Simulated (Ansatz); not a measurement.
GeH₈SSi₂ (`S[SiH2][SiH2][GeH3]`), charge 0, multiplicity 1.

(1) Give a relaxed structure at PBE0-D4/def2-TZVP (Ansatz 0.2.0). (Best estimate.)

Answers

(1) Ansatz gave: 
Cartesian coordinates in Å:
```
S -0.8374 1.6568 -2.0770
Si 0.3598 -0.1065 -1.8369
Si 1.1586 -0.2247 0.3554
Ge -0.6951 -0.2360 1.8492
H -1.6321 1.4042 -1.0229
H -0.4067 -1.3385 -2.1703
H 1.4517 0.0557 -2.8313
H 2.0164 0.9588 0.6333
H 1.9618 -1.4626 0.5638
H -1.5440 -1.4999 1.6302
H -1.5921 0.9885 1.5896
H -0.2411 -0.1957 3.3169
```
This is one stationary point; other conformers may exist.
